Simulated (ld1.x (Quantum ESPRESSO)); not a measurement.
Varying the TM potential for vanadium

Base potential:

```json
{"Element": "V", "Generator": "ld1.x (Quantum ESPRESSO) 7.5", "Type": "norm-conserving Troullier–Martins (Kleinman–Bylander form)", "Functional": "PBEsol", "Relativity": "scalar-relativistic", "Frozen core": "[Ne] 3s2", "Valence charge": "11", "Reference configuration": "3p6 3d3 4s1 4p0 (charge +1)", "Partial waves": "3p (bound): rc 1.70 bohr; 3d (bound): rc 1.85 bohr; 4s (bound): rc 2.15 bohr", "Local potential": "the s channel", "Core correction": "Bessel-smoothed model core inside 0.90 bohr"}
```

All-electron outer shells of the reference configuration (PBEsol, scalar-relativistic, ld1.x):

| shell | level (eV) | outermost node (bohr) | outermost maximum (bohr) |
| --- | --- | --- | --- |
| 3s | -77.64 | 0.38 | 0.82 |
| 3p | -51.56 | 0.35 | 0.84 |
| 3d | -12.65 | – | 0.90 |
| 4s | -10.90 | 1.17 | 2.59 |
| 4p | -6.81 | 1.29 | 3.16 |

Cutoffs, loose and tight: the cutoffs (Ry, on a coarse ladder) from which the occupation-weighted sum of valence levels, in a spherical-Bessel basis at the reference potential, stays within 10 and 1 mRy of its value at 400 Ry. They do not see the model core or the augmentation charge, which bear on the density cutoff. Test errors are all-electron minus pseudo excitation energies from the reference, over the configurations 3p6 3d3 4s2 4p0; 3p6 3d3 4s0 4p0; 3p6 3d2 4s0 4p0; 3p6 3d2 4s2 4p1; 3p6 3d3 4s0 4p2; 3p6 3d4 4s0 4p0; 3p6 3d4 4s1 4p0. A dash means not determined; rows that change the core or the reference have their own tests.

| change | outcome | cutoff, loose | cutoff, tight | bound ghosts | largest test error (meV) |
| --- | --- | --- | --- | --- | --- |
| base | generated | 70 Ry | 90 Ry | none | -1269 |
| wave 3d (bound): rc 1.85 bohr becomes 3d (bound): rc 1.24 bohr | generated | 120 Ry | 140 Ry | none | -1269 |
| wave 3d (bound): rc 1.85 bohr becomes 3d (bound): rc 1.46 bohr | generated | 90 Ry | 110 Ry | none | -1269 |
| wave 3d (bound): rc 1.85 bohr becomes 3d (bound): rc 1.66 bohr | generated | 80 Ry | 90 Ry | none | -1269 |
| wave 3d (bound): rc 1.85 bohr becomes 3d (bound): rc 1.78 bohr | generated | 70 Ry | 90 Ry | none | -1269 |
| wave 3d (bound): rc 1.85 bohr becomes 3d (bound): rc 1.94 bohr | generated | 60 Ry | 90 Ry | none | -1269 |
| wave 3d (bound): rc 1.85 bohr becomes 3d (bound): rc 2.14 bohr | generated | 50 Ry | 90 Ry | none | -1269 |
| wave 3d (bound): rc 1.85 bohr becomes 3d (bound): rc 2.34 bohr | generated | 50 Ry | 90 Ry | none | -1269 |
| wave 3d (bound): rc 1.85 bohr becomes 3d (bound): rc 2.52 bohr | generated | 45 Ry | 80 Ry | none | -1269 |
| wave 3d (bound): rc 1.85 bohr becomes 3d (bound): rc 2.72 bohr | generated | 45 Ry | 80 Ry | none | -1270 |

Reading the sweep of the d radius (base included, trends over the rows without a ghost): The loose cutoff falls from 120 Ry at 1.24 to 45 Ry at 2.72 bohr. A larger radius leaves more room for a smooth pseudo-wave, so fewer plane waves are needed; a smaller one forces it to follow the all-electron wave where it bends sharply. The median size of the test errors (rows with all tests solved) falls from 209.2 meV at 1.24 to 16.8 meV at 2.72 bohr. This runs against the usual rule that a larger radius transfers worse; these runs do not show why.
